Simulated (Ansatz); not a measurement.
Ideal-gas functions of H3O2Sb (`[OH][SbH][OH]`) at 500 K and 1 bar, from an Ansatz frequency run at PBE0-D4/def2-TZVP.

Molar mass 156.78 g/mol, point group Cs (symmetry number 1), electronic degeneracy 1, moments of inertia 48.165, 82.575, 122.113 u Å². Harmonic wavenumbers (cm⁻¹, unscaled): 205, 212, 309, 608, 620, 661, 700, 902, 925, 1976, 3885, 3886.

Use S(trans) = R[1.5 ln M + 2.5 ln T − 1.1517]; rotational temperatures θ = 24.2544 K / I; S(rot) = R[ln(√π/σ · √(T³/θAθBθC)) + 1.5]; for each mode x = 1.438777 ν̃/T, S = R[x/(eˣ − 1) − ln(1 − e⁻ˣ)] and H = RT x/(eˣ − 1); 1 cm⁻¹ = 0.0119627 kJ/mol; R = 8.31446 J/(mol·K).

Problem. By hand: the entropy, in J/(mol·K).

Solution. Translation 182.6. Rotation: θ = 0.5036, 0.2937, 0.1986 K, giving 109.4. Vibration, mode by mode: 12.82, 12.55, 9.56, 4.65, 4.52, 4.12, 3.77, 2.38, 2.26, 0.19, 0.00, 0.00, in all 56.8. Electronic 0.0. Sum 348.8 J/(mol·K).

Problem. By hand: H − E and G − E in kJ/mol, counted from the electronic energy.

Solution. Zero-point energy ½ × 14889 × 0.0119627 = 89.1; thermal vibration 16.1; translation, rotation and pV give 4 RT = 16.6. H − E = 121.8 kJ/mol, and G − E = 121.8 − 500 × 348.8/1000 = -52.6 kJ/mol.

Vibration gives 16 % of the entropy. The sum counts one conformer and one mirror image; others add a mixing term.
